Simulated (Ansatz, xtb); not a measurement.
Two isomers of B2Br2F2H2

Structure X is `F[B@H-]1[Br+][B@@H-](F)[Br+]1`, a singlet and structure Y is `F[B-]1(F)[Br+][BH2-][Br+]1`, a singlet. Both are isolated molecules in the gas phase, relaxed with PBE0-D4/def2-SVP.

Question: Estimate which is lower in electronic energy at CCSD(T)/def2-SVP + ΔMP2/def2-TZVPP, and by roughly how much.

Answer: The CCSD(T)/def2-SVP + ΔMP2/def2-TZVPP calculation puts structure Y lower, by 0.133 eV.

The same difference at several levels:

```
                             level          geometry  E(Y) − E(X) (eV)  departure from the last row (eV)  job, with rough time for the two
                  PBE0-D4/def2-SVP  PBE0-D4/def2-SVP              −0.128                            +0.006             optimisation, 1.9 min
                       HF/def2-SVP  PBE0-D4/def2-SVP              −0.131                            +0.003           part of the CCSD(T) run
                      MP2/def2-SVP  PBE0-D4/def2-SVP              −0.155                            −0.021           part of the CCSD(T) run
                  CCSD(T)/def2-SVP  PBE0-D4/def2-SVP              −0.151                            −0.018                      single point
CCSD(T)/def2-SVP + ΔMP2/def2-TZVPP  PBE0-D4/def2-SVP              −0.133                                               single point, 1.9 min
```

As drawn, both hold the same kinds of bond in the same numbers.

The levels shown agree on the order. The largest departure from CCSD(T)/def2-SVP + ΔMP2/def2-TZVPP is that of MP2/def2-SVP, 0.021 eV. A small imaginary or near-zero mode remains, so no thermal terms are given. Levels run at GFN2-xTB geometries aren't shown. The last row adds to CCSD(T) the change of the MP2 difference between the two basis sets, here +0.018 eV.

The correlated steps freeze 22 core orbitals; the filled d shell of Br is correlated, in a basis made for valence electrons. Programs: Ansatz 0.2.0, xtb 6.7.1; the last row on 2 threads of Arm Neoverse V1 on a shared host.
